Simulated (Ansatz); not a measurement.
BrH₃OSn (`[OH][SnH2][Br]`), relaxed with RKS PBE0-D4/def2-TZVP in Ansatz from a PBE-D4/def2-SVP geometry. The force threshold is 0.005 eV/Å; the program also tests the step.

The species carries charge 0 and has multiplicity 1. Sn: def2 effective core potential.

Start:

```xyz
6

O    -0.867    1.264    0.479
Sn    0.366   -0.099   -0.319
Br    0.725   -1.951    1.358
H    -1.721    0.856    0.720
H    -0.338   -0.841   -1.712
H     1.834    0.769   -0.525
```

Task: By how much does the energy fall, and how many steps does the optimiser take? (Best estimate.)

Result: Computed: 5.46 kJ/mol, in 9 steps, 2 of them rejected.

Task: Which bonds change most? (Best estimate.)

Result: Computed: O1–Sn2 from 2.003 to 1.953 Å; Sn2–Br3 from 2.524 to 2.480 Å; Sn2–H5 from 1.729 to 1.702 Å; Sn2–H6 from 1.718 to 1.694 Å.

Task: Give the relaxed structure. (Estimate.)

Result: Computed: 
```xyz
6

O    -0.867    1.215    0.439
Sn    0.368   -0.087   -0.331
Br    0.671   -1.887    1.349
H    -1.678    0.824    0.774
H    -0.317   -0.820   -1.706
H     1.824    0.755   -0.526
```
